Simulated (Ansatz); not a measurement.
C₁₀H₉BO₃, SMILES c1(B(O)O)occc1-c1ccccc1. Heavy atoms are numbered as in [OH:1][B:2]([OH:3])[c:4]1[o:5][cH:6][cH:7][c:8]1-[c:9]1[cH:10][cH:11][cH:12][cH:13][cH:14]1.

Method: Ansatz (a first-principles code) with PBE-D3(BJ)/def2-SVP.

Bond lengths of the relaxed neutral molecule (Å): O1–B2 1.369, B2–O3 1.375, B2–C4 1.564, C4–O5 1.378, C4–C8 1.398, O5–C6 1.352, C6–C7 1.376, C7–C8 1.438, C8–C9 1.475, C9–C10 1.414, C9–C14 1.416, C10–C11 1.401, C11–C12 1.405, C12–C13 1.403, C13–C14 1.404.

### Question
How do the bond lengths change in the relaxed lowest triplet? (An estimate is asked for; the answer gives what the named calculation found.)

### Answer

```csv
bond,neutral (Å),triplet (Å)
O1–B2,1.369,1.375
B2–O3,1.375,1.382
B2–C4,1.564,1.553
C4–O5,1.378,1.389
C4–C8,1.398,1.505
O5–C6,1.352,1.379
C6–C7,1.376,1.368
C7–C8,1.438,1.437
C8–C9,1.475,1.411
C9–C10,1.414,1.449
C9–C14,1.416,1.453
C10–C11,1.401,1.383
C11–C12,1.405,1.424
C12–C13,1.403,1.413
C13–C14,1.404,1.391
```
